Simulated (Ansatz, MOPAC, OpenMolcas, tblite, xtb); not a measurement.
# CH6BSb (SMILES C[BH][SbH2]): methods side by side

The species is CH6BSb (9 atoms), meant as a singlet with charge 0. SMILES: `C[BH][SbH2]`. The shape is that of a PBE0-D4/def2-TZVP optimisation. This is one conformer, not always the lowest.

```tsv
atom	x (Å)	y (Å)	z (Å)
C	-0.6965	0.9767	-0.6005
B	0.3862	-0.1322	-0.5470
Sb	1.4152	-0.7670	1.3237
H	-1.6378	0.4493	-0.8245
H	-0.5517	1.6626	-1.4415
H	-0.8567	1.5453	0.3164
H	0.7527	-0.6535	-1.5622
H	1.2580	-2.4350	1.0192
H	0.0190	-0.6924	2.2992
```

Quantity: the HOMO–LUMO gap, in eV. The values are calculated.

```csv
level,kind,program,value (eV),CPU time
PM6,semi-empirical,MOPAC,8.40,under 2 s
PM7,semi-empirical,MOPAC,8.36,under 2 s
GFN1-xTB,semi-empirical,xtb,2.81,under 2 s
IPEA1-xTB,semi-empirical,tblite,3.52,under 2 s
HF/def2-SVPD (core potential),Hartree–Fock,OpenMolcas,10.68,53 s
SVWN5/def2-SVPD (core potential),LDA,Ansatz,3.19,7.9 s
BLYP/def2-SVPD (core potential),GGA,Ansatz,3.31,13 s
PBE/def2-SVPD (core potential),GGA,Ansatz,3.28,12 s
revPBE/def2-SVPD (core potential),GGA,OpenMolcas,3.32,2.1 min
TPSS/def2-SVPD (core potential),meta-GGA,OpenMolcas,3.52,2.3 min
```

The values span 2.81 to 10.68 eV. Orbital gaps aren't excitation energies; they tend to grow with the share of exact exchange. Times are those of the runs behind each value, whatever else they computed, on shared processors of several kinds: orders of magnitude only.
